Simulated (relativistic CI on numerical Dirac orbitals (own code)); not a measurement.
**One change at a time: Br¹⁸⁺**

Base calculation: Dirac-Coulomb-Breit CI, orbitals from a KLI potential per configuration, model QED, unscaled Slater integrals.

CI space (outside the closed core [Ne]): 3s2 3p5, 3s 3p6, 3s2 3p4 3d, 3s 3p5 3d, 3p6 3d, 3s 3p4 3d2, 3s2 3p4 4s, 3s2 3p3 3d 4p, 3p6 4s, 3s2 3p4 4p, 3p6 4p, 3s 3p4 3d 4s, 3s2 3p3 3d2, 3s2 3p2 3d3, 3s 3p3 3d3, 3s2 3p2 3d2 4s, 3s2 3p2 3d2 4p. Double excitations out of closed p, d and f shells are left out; levels of such configurations are missing from the list, as are those of other unlisted configurations, and high levels can miss mixing partners.

Variants: (1) QED terms removed; (2) non-relativistic limit. Shifts of the energy above 3s2 3p5 2P°_3/2, in cm⁻¹, for the lowest level and the first level of each name with at least 55 % of one term (blank where a level changes its place among those of its configuration and J or its character, or is not in the variant):

```tsv
Level	Base	Δ(1)	Δ(2)
3s2 3p5 2P°_3/2	0	0	0
3s2 3p5 2P°_1/2	75742	-161	-75742
3s 3p6 2S_1/2	532275	+1378	-83632
3s2 3p4 3d 4D_5/2	667574	+115	-38738
3s2 3p4 3d 4D_3/2	670082	+125	-41246
3s2 3p4 3d 4D_7/2	674067	+83	-45231
3s2 3p4 3d 4D_1/2	680053	+105	-51217
3s2 3p4 3d 4F_9/2	714094	+100	-28951
3s2 3p4 3d 2P_1/2	734580	+37	-45101
3s2 3p4 3d 4P_1/2	749698	+124	-38273
3s2 3p4 3d 4F_5/2	756144	+32	-71001
3s2 3p4 3d 2D_5/2	799295	-26	
3s2 3p4 3d 2G_7/2	803417	-1	
3s2 3p4 3d 2G_9/2	811068	-49	-85337
3s2 3p4 3d 2F_5/2	814974	-14	-88042
3s2 3p4 3d 2F_7/2	867524	-29	
3s2 3p4 3d 2S_1/2	935149	+501	-76974
3s 3p5 3d 4P°_1/2	1175104	+1753	-98031
3s 3p5 3d 4P°_3/2	1185918	+1720	-108845
3s 3p5 3d 4P°_5/2	1206614	+1662	-129541
3s 3p5 3d 4F°_9/2	1234001	+1758	-108399
3s 3p5 3d 4F°_7/2	1238332	+1755	-112730
```

At this charge energies of transitions that change n are usually good to better than 1 %, and those within a shell (Δn = 0) to a few per cent.

Ionisation energy from the two ground configurations alone: base 760.337 eV. The NIST ASD value (semi-empirical) is 761 eV.

LS names give the leading component of a level, which can be under half, so a name can repeat, a term be missing and a line seem to break the LS rules.
